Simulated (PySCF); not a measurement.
**Does the structure fit the spectrum?**

A compound C5H9N3Si gives the data below (simulated from a calculation) and was assigned the structure `C=CCn1ncc([SiH3])n1`.

$^{13}$C{$^{1}$H} NMR (computed): δ 149.6 (C), 136.4 (CH), 7.6 (CH2, 2C), 6.2 (CH).

$^{1}$H NMR (600 MHz, computed): δ 7.45 (s, 1H), 5.22 (s, 3H), 1.76 (m, 1H), 0.95 (m, 2H), 0.66 (m, 2H).

Theory: structure optimised with PBE0-D3(BJ)/def2-SVP, GIAO PBE0/pcSseg-1 shieldings, in PySCF (non-relativistic, in vacuum, equivalent nuclei averaged, a single conformation).

Scale: $^{1}$H (σ = 31.27 ppm) and $^{13}$C (σ = 184.41 ppm) against TMS (reference shieldings calculated alike).

(1) Compare with the shifts computed for the proposed structure, pairing carbons in order of shift.

(2) Which isomer fits?

Results:

(1) Numbering as in the mapped SMILES `[CH2:1]=[CH:2][CH2:3][n:4]1[n:5][cH:6][c:7]([SiH3:8])[n:9]1`; H(Xn) means a hydrogen on atom n.

| atom | computed for proposal | given list | difference |
| --- | --- | --- | --- |
| C6 | 147.9 | 149.6 | -1.7 |
| C2 | 143.2 | 136.4 | +6.8 |
| C7 | 138.1 | 7.6 | +130.5 |
| C1 | 126.8 | 7.6 | +119.2 |
| C3 | 60.0 | 6.2 | +53.8 |

The rms difference is 82.7 ppm and the largest +130.5 ppm at C7 (substituted aromatic carbon next to a ring nitrogen). The proposal also would give 5 carbon signals, not 4. The carbon types in order of shift don't match either: CH, CH, C, CH2, CH2 for the proposal against C, CH, CH2, CH2, CH in the data. The proposal doesn't fit.

(2) `[SiH3]n1nncc1C1CC1`.

1. Carbon types of the structure: 1 × C, 2 × CH, 2 × CH2, leaving 3 H on heteroatoms.
2. δC 149.6: substituted aromatic carbon next to a ring nitrogen.
3. δC 136.4: aromatic CH next to a ring nitrogen.
4. δC 7.6, 6.2: three-membered-ring carbon; carbons of three-membered rings are unusually shielded.
5. δH 7.45: hydrogen on an aromatic CH next to a ring nitrogen; the ring current deshields protons in the ring plane.

This is the structure that produced the data.

Shifts are as computed. Against solution values, carbons near 30 ppm lie about +2 ppm off and those near 130 ppm about +5 ppm. Of 1313 compounds with measured shifts, 239 miss one by over three times the rms of a fit or turn the order of signals round; such compounds aren't used in these exercises. No couplings were computed; multiplicities are counted from neighbouring protons, with m where these are inequivalent, close in shift, in a saturated or five-membered ring or joined by F or P, and br s for small geminal =CH2 splittings.
